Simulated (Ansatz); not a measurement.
`[S][Si](Cl)(Cl)Cl`• → 3 Cl• + S• + Si•  (atomization)

Computed with Ansatz on PBE0-D4/def2-TZVP structures; ΔE is electronic, products minus reactants. CCSD(T)/CBS adds triple-zeta CCSD(T) − MP2 to the extrapolated MP2 energy (def2 sets, frozen cores). This one scheme is used for every species, atoms too. DFT in def2-TZVPP. B3LYP here is the variant with VWN-RPA as its local correlation; programs differ in this. HSE06 is defined as in plane-wave codes. Open shells (•) are unrestricted, without spin–orbit coupling. Spin–orbit coupling would lower the free atoms: a little for Cl, S, Si.

| level | ΔE (kcal/mol) | difference from CCSD(T)/CBS |
| --- | --- | --- |
| LDA (SPW92) | 420.7 | 60.9 |
| PBE-D4 | 370.9 | 11.1 |
| revPBE-D4 | 360.8 | 1.0 |
| BLYP-D4 | 351.3 | -8.5 |
| r2SCAN-D4 | 368.4 | 8.6 |
| B97M-V | 371.9 | 12.1 |
| PBE0-D4 | 364.4 | 4.6 |
| B3LYP-D4 | 351.9 | -7.9 |
| r2SCANh-D4 | 364.9 | 5.1 |
| r2SCAN0-D4 | 360.1 | 0.3 |
| HSE06-D4 | 364.8 | 5.0 |
| BHLYP-D4 | 343.6 | -16.2 |
| CAM-B3LYP-D4 | 351.8 | -8.0 |
| ωB97X-V | 364.7 | 4.9 |
| ωB97M-V | 365.3 | 5.5 |
| B2PLYP | 348.0 | -11.8 |
| PBE-QIDH | 362.1 | 2.3 |
| PBE | 364.5 | 4.7 |
| revPBE | 345.4 | -14.4 |
| BLYP | 337.6 | -22.2 |
| r2SCAN | 367.0 | 7.2 |
| B3LYP | 341.2 | -18.6 |
| r2SCANh | 363.4 | 3.6 |
| r2SCAN0 | 358.4 | -1.4 |
| HSE06 | 359.5 | -0.3 |
| BHLYP | 334.2 | -25.6 |
| LC-ωPBE | 353.4 | -6.4 |
| RPA@PBE/def2-TZVPP | 310.1 | -49.7 |
| MP2/def2-SVP | 330.0 | -29.8 |
| CCSD(T)/def2-SVP | 314.5 | -45.3 |
| HF/def2-TZVPP | 258.0 | -101.8 |
| MP2/def2-TZVPP | 362.7 | 2.9 |
| SCS-MP2/def2-TZVPP | 349.7 | -10.1 |
| CCSD/def2-TZVPP | 332.2 | -27.6 |
| CCSD(T)/def2-TZVPP | 342.2 | -17.6 |
| HF/def2-QZVPP | 258.7 | -101.1 |
| SCS-MP2/def2-QZVPP | 360.4 | 0.6 |
| HF/CBS(def2) | 258.8 | -101.0 |
| MP2/CBS(def2) | 380.2 | 20.4 |
| CCSD/CBS(def2) | 349.8 | -10.0 |
| CCSD(T)/CBS | 359.8 | 0 |

Question: What do rigid-rotor, harmonic-oscillator terms from PBE0-D4/def2-TZVP frequencies (298.15 K, 1 bar) make of the CCSD(T)/CBS value? (Best estimate.)

Answer: Computed: ΔZPE = -4.4 kcal/mol, ΔH = +358.0 kcal/mol, ΔS = 479 J/(mol·K), ΔG = +323.9 kcal/mol. Open shells count their whole term as degenerate.

Largest T1 diagnostic among the species: 0.012.

From BLYP to BHLYP (50 % exact exchange), in def2-TZVPP and without D4, ΔE moves by −3.4 kcal/mol: exact exchange takes away binding that semilocal exchange gives to molecules. At CCSD(T), def2-SVP lies −45.3 kcal/mol from the extrapolated value and def2-TZVPP −17.6 kcal/mol: correlation converges slowly with the basis, and small sets miss more of it in the bonded molecule than in its fragments.

For atomizations the MP2-based limit and the directly extrapolated one differ by several kJ/mol either way, and by 10 to 25 for some Ge, Se and Sn compounds, so smaller differences from it don't rank the levels.
